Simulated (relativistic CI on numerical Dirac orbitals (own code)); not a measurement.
## Pd³⁺: 3p photoemission

Computed with this model: Dirac-Coulomb-Breit CI, separate exchange-only KLI orbitals for each configuration, QED by a radiative potential, valence Slater integrals scaled by 0.7, multiplet model of photoemission in the sudden approximation; configurations [Kr] 4d7 → [Ne] 3s2 3p5 3d10 4s2 4p6 4d7; 80 K; Lorentzian 2 eV and Gaussian 0.6 eV FWHM. Energies are those of the free ion, without screening or charge transfer. The energies are binding energies and can lie tens of eV above those of solids. S is read from ⟨S²⟩ = S(S + 1).

Field parameters in Wybourne normalisation: Oh B⁴₀ = 21Dq, B⁴₄ = √(5/14) B⁴₀. The field is a parameter set, without covalency.

free ion: ground-state S = 1.47, centroid 595.61 eV. Peaks (eV, height): 586.0 (100), 614.4 (55).

Oh, 10Dq = 16500 cm⁻¹: ground-state S = 0.75, centroid 595.77 eV. Peaks (eV, height): 586.2 (100), 614.6 (54).

Strongest unbroadened transitions for Oh, 10Dq = 16500 cm⁻¹:

```csv
Energy (eV),Relative strength
585.89,32.3
585.95,98.4
586.08,35.1
586.10,48.4
586.14,9.7
586.21,38.3
586.24,31.4
586.35,26.9
586.36,34.0
586.45,22.5
586.67,78.3
586.69,39.7
586.74,20.9
586.85,3.4
614.46,66.2
614.56,100.0
614.59,73.2
614.73,26.0
```
